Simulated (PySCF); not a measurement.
A run for PySCF: R-HF/STO-3G on BH3Se (SMILES B[SeH]), a point of a bond scan (R = 1.326 Å).

```python
from pyscf import gto, scf, dft, mp
from pyscf.data.elements import chemcore

mol = gto.M(
    atom='''
    B     0.45012458   -0.03983348   -1.50253169
    H    -0.28917233   -0.55999492   -2.27043345
    H     1.48655015    0.43721308   -1.81939992
    Se   -0.13171131   -0.01087557    0.31515847
    H     0.91399433    0.62145921    0.82990936
    ''',
    basis='sto-3g',
    charge=0, spin=0, verbose=3, max_memory=1800)
mf = scf.RHF(mol)
mf.conv_tol = 1e-8
mf.max_cycle = 100
mf.kernel()
if not mf.converged:
    mf = mf.newton().run(mf.mo_coeff, mf.mo_occ)
```

The log:

```
converged SCF energy = -2399.66616568447
```

Self-consistency was reached.

Cost: very roughly 0.25 core-seconds.
